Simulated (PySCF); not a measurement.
Computed IR spectrum (relative IR intensity) of a molecule C3H6F2Si. Geometry optimised at PBE-D3(BJ)/def2-SVP. Other conformers were not sampled. Computed with PySCF 2.14.0 with PBE-D3(BJ)/def2-SVP. Frequencies are harmonic and unscaled.

Lines under 2 % of the strongest are left out, and lines within 2 cm⁻¹ are merged.

ν (cm⁻¹): 243 (vw), 603 (m), 676 (m), 726 (w), 778 (vw), 805 (w), 838 (w), 898 (vs), 927 (s), 948 (w), 974 (w), 1000 (s), 1021 (w), 1125 (w), 1179 (m), 1260 (w), 1341 (w), 1416 (m), 2184 (m), 2195 (s), 3060 (vw), 3090 (w) (against the strongest line: vs over 80 %, s over 45 %, m over 15 %, w over 4 %, vw less)

Identify the compound among the candidates.
A. FC(F)=CC[SiH3]
B. F/C=C\[SiH2]CF
C. F[SiH2][C@@H]1C[C@@H]1F
D. C=C[Si](C)(F)F

C, F[SiH2][C@@H]1C[C@@H]1F
